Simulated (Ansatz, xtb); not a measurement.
**Isomers of C5H7BrS in order of energy**

5 gas-phase structures of C5H7BrS, from a drawn sample of its isomers (lower ones may exist). Each was relaxed with GFN2-xTB; where two conformers were screened, the lower at r2SCAN-D4/def2-SVP is listed:

A. `Br/C=C\C1CSC1`, a singlet
B. `C[C@]1(Br)CCC1=S`, a singlet
C. `C=C(Br)SC1CC1`, a singlet
D. `C=C[C@H](Br)C(C)=S`, a singlet
E. `CCCC(Br)=C=S`, a singlet

**Question.** Estimate their order in r2SCAN-D4/def2-SVP energy at these geometries, lowest first.

**Answer.** Calculated order at r2SCAN-D4/def2-SVP: B (0.0), D (4.4), E (5.6), A (10.6), C (16.7) kcal/mol.

Energies above the lowest of each column, in kcal/mol; the last columns are at PBE-D3(BJ)/def2-SVP geometries (a dash: not run or not comparable):

```json
{"structure": "B", "GFN2-xTB": "0.0", "HF/STO-3G": "1.4", "r2SCAN-D4/def2-SVP": "0.0", "PBE-D3(BJ)/def2-SVP": "0.0", "CCSD(T)/def2-SVP + ΔMP2/def2-TZVPP": "0.0"}
{"structure": "D", "GFN2-xTB": "13.8", "HF/STO-3G": "31.1", "r2SCAN-D4/def2-SVP": "4.4", "PBE-D3(BJ)/def2-SVP": "5.1", "CCSD(T)/def2-SVP + ΔMP2/def2-TZVPP": "1.2"}
{"structure": "E", "GFN2-xTB": "12.1", "HF/STO-3G": "15.5", "r2SCAN-D4/def2-SVP": "5.6", "PBE-D3(BJ)/def2-SVP": "5.8", "CCSD(T)/def2-SVP + ΔMP2/def2-TZVPP": "5.5"}
{"structure": "A", "GFN2-xTB": "8.2", "HF/STO-3G": "0.0", "r2SCAN-D4/def2-SVP": "10.6", "PBE-D3(BJ)/def2-SVP": "8.4", "CCSD(T)/def2-SVP + ΔMP2/def2-TZVPP": "5.3"}
{"structure": "C", "GFN2-xTB": "20.6", "HF/STO-3G": "20.6", "r2SCAN-D4/def2-SVP": "16.7", "PBE-D3(BJ)/def2-SVP": "16.2", "CCSD(T)/def2-SVP + ΔMP2/def2-TZVPP": "–"}
```

CCSD(T)/def2-SVP + ΔMP2/def2-TZVPP puts B lowest of those it was run on; HF/STO-3G picks A. CCSD(T)/def2-SVP + ΔMP2/def2-TZVPP orders those it was run on as B (0.0), D (1.2), A (5.3), E (5.5) kcal/mol. Less than 1 kcal/mol parts A and E, so the order within that pair means little. Flexible structures stand in one conformer each, not always the lowest. Frequencies (GFN2-xTB) were run for A, B, D, E alone. The ΔMP2 step shifts differences by up to 4.7 kcal/mol, which makes them less sure. ΔMP2 is the change of the MP2 energy from the smaller to the larger basis.

Over these structures GFN2-xTB departs from r2SCAN-D4/def2-SVP by 3.7 kcal/mol on average once a common shift is removed. A GFN2-xTB relaxation took about 0.13 s and the r2SCAN-D4/def2-SVP energy about 2.5 s on a shared host (Ansatz 0.2.0, xtb 6.7.1).
